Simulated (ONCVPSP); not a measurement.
**Ni: excitation energies, all-electron against ONCV**

| Item | Value |
| --- | --- |
| Element | Ni (Z = 28) |
| Generator | ONCVPSP 4.0.1 |
| Type | optimised norm-conserving Vanderbilt (ONCV) |
| Functional | PBE |
| Relativity | scalar-relativistic |
| Frozen core | [Ne] |
| Valence charge | 18 |
| Reference configuration | 3s2 3p6 3d8 4s2 |
| Partial waves | 3s+4s: rc 0.95 bohr, ncon 4, nbas 7, qcut 11.6 1/bohr, 2 projectors; 3p: rc 1.15 bohr, ncon 3, nbas 7, qcut 14.3 1/bohr, 1 projector; 3d: rc 1.65 bohr, ncon 4, nbas 9, qcut 11.1 1/bohr, 2 projectors, debl 1.3 Ha |
| Local potential | polynomial inside 0.65 bohr (lpopt 5, dvloc0 0 Ha) |
| Core correction | Teter function, fcfact 3, rcfact 1.15 |

Energies are relative to the spin-unpolarised reference configuration 3s2 3p6 3d8 4s2; without spin polarisation the order of configurations can differ from experiment.

```tsv
valence configuration	charge	ΔE all-electron (eV)	error AE − PS (meV)
3s2 3p6 3d8 4s0	+2	26.674	+8.5
3s2 3p6 3d7 4s0	+3	64.140	+29
3s2 3p6 3d9 4s1	0	-1.597	+36
```

(1) What are ΔE and the potential's error for 3s2 3p6 3d8 4s1?

## Answers

(1) ΔE = 9.323 eV all-electron; the error (AE − PS) is +1.5 meV.
